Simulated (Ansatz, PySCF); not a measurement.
Gas-phase reaction 2 R1 → P1, each structure at its B3LYP-D3(BJ)/def2-SVP stationary point, reached from a drawn start (curvature not checked).
R1: Cl3Ga (SMILES [Cl][Ga]([Cl])[Cl]), charge 0, multiplicity 1.
P1: Cl6Ga2 (SMILES [Cl][Ga-]1([Cl])[Cl+][Ga-]([Cl])([Cl])[Cl+]1), charge 0, multiplicity 1.

P less R. No zero-point or thermal terms; no spin–orbit coupling.

Correlated levels freeze the cores. In cc and def2 sets filled d and f shells under p-block atoms count as core.

Programs: Ansatz (Gaussian basis) for Hartree–Fock, density functionals and correlated methods; PySCF for the D3/D4 terms. Each number belongs to the level named beside it.

Problem. Predict the reaction energy from PBE-D4/def2-TZVPP.

Solution. -25.4 kcal/mol

Problem. What is the computed reaction energy (CCSD(T)/def2-TZVPP)?

Solution. -24.8 kcal/mol

Problem. Give the reaction energy at the level MP2/def2-SVP.

Solution. -28.7 kcal/mol

Ansatz is a first-principles code.
